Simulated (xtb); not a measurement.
FH7OSi3, SMILES [SiH3][SiH2][Si@H](F)O. All values are semi-empirical tight-binding results from xtb (GFN2-xTB unless named), good for trends rather than for accurate numbers. The structure is a stationary point at GFN2-xTB. The structure was generated by enumeration; whether it is a known compound was not checked. One conformer was computed; it need not be the lowest.

Question: Estimate the properties. (An estimate is asked for; the answer gives what the named calculation found.)

Answer: 
```
Item                                               Value
-----------------------------------------  -------------
orbital gap                                      3.98 eV
dipole moment                                     1.49 D
zero-point energy                          40.4 kcal/mol
G − E(el) at 298.15 K (modified RRHO)      18.3 kcal/mol
static polarisability (D4 model)              94.9 bohr³
solvation energy, GFN2-xTB/ALPB(water)     -4.3 kcal/mol
solvation energy, GFN2-xTB/ALPB(methanol)  -5.0 kcal/mol
```
